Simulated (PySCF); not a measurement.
Gas-phase equilibrium of 1 mol H2S, 1.7 mol SO2 at 1400 K and 1.01 bar, among 21 species (S2O, SO2, O2, O, S2, S6, HO2, H2S2, H2O, H, H2O2, H2S, O3, SO, SH, H2, S8, S, SO3, H2SO4, OH). Only gases are allowed; each row takes one source of thermochemistry for all species, and Cantera finds the minimum.

Method: PySCF energies plus ideal-gas RRHO corrections (1 bar). † marks an energy on the PBE0/def2-TZVP geometry and frequencies; other levels use their own. MP2 freezes the core. Open shells (unrestricted) among the columns below: O (multiplicity 3, electronic degeneracy 9), S2 (multiplicity 3), SO (multiplicity 3), S (multiplicity 3, electronic degeneracy 9), OH (multiplicity 2, electronic degeneracy 4); the rest are closed-shell singlets. Spin-orbit splitting is ignored; it lowers the true energy and changes the entropy of O, S, OH. B3LYP is the form with VWN-RPA correlation. MP2 isn't extrapolated to the basis-set limit. The harmonic model lacks anharmonicity and excited electronic states, which grow with temperature; levels with a mode under 35 cm⁻¹ are left out.

Molecules larger than those listed are left out.

With B3LYP/def2-TZVP† thermochemistry: SO 0.011, SO2 0.41, H2O 0.31, S2 0.23, O 8.3e-11, S 5.6e-6, H2S 0.017, H2 0.014, OH 1.9e-6, S2O 0.0023.

Q: How far does the composition move with the other sources (HF/def2-TZVP†, MP2/def2-SVP†, PBE/def2-SVP, PBE/def2-TZVP†, PBE0/def2-TZVP)?

A: 
```
thermochemistry     x SO  x SO2  x H2O   x S2      x O      x S    x H2S     x H2    x OH    x S2O
----------------  ------  -----  -----  -----  -------  -------  -------  -------  ------  -------
B3LYP/def2-TZVP†   0.011   0.41   0.31   0.23  8.3e-11   5.6e-6    0.017    0.014  1.9e-6   0.0023
HF/def2-TZVP†       0.45  0.074   0.26  0.090    0.059    0.039  0.00038  0.00049   0.020   8.0e-7
MP2/def2-SVP†      0.026   0.39   0.33   0.24   2.8e-9  0.00010   0.0026  0.00063  2.5e-6  0.00083
PBE/def2-SVP       0.020   0.40   0.32   0.24  2.5e-11   1.2e-6   0.0094   0.0043  9.1e-7   0.0057
PBE/def2-TZVP†    0.0040   0.43   0.28   0.21  1.5e-12   6.1e-7    0.032    0.030  2.4e-7    0.012
PBE0/def2-TZVP    0.0069   0.41   0.32   0.24  8.3e-11   2.9e-6    0.016   0.0065  1.5e-6   0.0029
```
The most sensitive of these is O: it spans a factor of 10^10.6 over these rows; at this temperature one factor of ten is RT ln 10 = 27 kJ/mol.
